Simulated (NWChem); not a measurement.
System: HfH4S; SMILES [SH][HfH3]

def2 effective core potentials on Hf; no spin-orbit coupling.

Problem. Give the equilibrium geometry at PBE0/def2-SVP with def2 effective core potentials on Hf (NWChem) as a Z-matrix, with the point group.

Solution. point group Cs; any orientation.
```
Hf
H 1 1.8425
H 1 1.8425 2 108.33
H 1 1.8464 2 110.33 3 -120.87
S 1 2.4171 2 109.65 3 119.61
H 5 1.3610 1 86.56 2 120.65
```
